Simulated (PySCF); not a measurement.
Calculation: PBE-D3(BJ)/def2-TZVP // r2SCAN-D4/def2-SVP in PySCF. Isolated molecules, 0 K electronic values unless said otherwise. 

Reference species: [W(Cl)6] (neutral, multiplicity 1).

```json
{
 "HOMO–LUMO gap": "2.13 eV",
 "LUMO": "-5.71 eV",
 "coordination_number": "6",
 "charge on the central atom (Mulliken)": "0.88 e"
}
```

Changed species: [W(Cl)3(F)3] (3 of 6 Cl replaced by F; the reference has 0 of 6 Cl replaced by F).

**Question.** Give the shifts of the HOMO–LUMO gap, LUMO, coordination number and charge on the central atom (Mulliken).

**Answer.** the HOMO–LUMO gap increases by 0.80 eV, to 2.93 eV; the LUMO rises by 0.21 eV, to -5.50 eV; the coordination number hardly moves; the charge on the central atom (Mulliken) goes up by 0.34 e, to 1.22 e.
